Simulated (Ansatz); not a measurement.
The same path of BrCl4HHf (7 atoms, charge 0, multiplicity 1) was run twice with different band settings. Lost on the way: Hf1–Cl2, Br6–H7. Made: Cl2–H7.

All numbers below come from RKS PBE0-D4/def2-SVP in Ansatz 0.2.0.

Relaxed end points:

```xyz
7
Properties=species:S:1:pos:R:3
Hf 0.040 0.000 0.020
Cl 0.405 0.000 2.348
Cl 2.218 0.000 -0.781
Cl -0.820 1.965 -0.911
Cl -0.820 -1.965 -0.911
Br -2.973 0.000 1.266
H -2.485 0.000 2.607
```

```xyz
7
Properties=species:S:1:pos:R:3
Hf -0.645 0.000 -0.730
Cl 0.042 0.000 3.937
Cl 1.433 0.000 0.296
Cl -0.853 1.896 -2.055
Cl -0.853 -1.896 -2.055
Br -2.482 0.000 0.952
H -1.075 0.000 3.294
```

Common settings: movable images 5; climbing image yes; optimiser quadratic models (default); start path through a guess of the saddle point; force threshold 0.05 eV/Å; iteration limit 60; end points relaxed.

| run | spring |
| --- | --- |
| 1 | 5.0 eV/Å² |
| 2 | 0.1 eV/Å² |

(1) What does each run give, and how far can it be trusted?

## Answers

(1) Run 1: converged after 15 iterations, highest image 0.357 eV above the first end. The profile has 2 maxima (images 2, 4) with wells between them (image 3): this band takes more than one step, which may be the mechanism or a detour left from its start path. A vibrational analysis at the climbing image gives one clearly imaginary mode, 191i cm⁻¹: a first-order saddle point.
Run 2: converged after 15 iterations, highest image 0.356 eV above the first end. The profile has 2 maxima (images 3, 5) with wells between them (image 4): this band takes more than one step, which may be the mechanism or a detour left from its start path. Another band between the same ends (5 images) ends at a top of the same energy, where a vibrational analysis finds 1 clearly imaginary mode.
The orbitals stay closed-shell, which can raise the energy where a bond breaks towards radicals; this wasn't checked here.
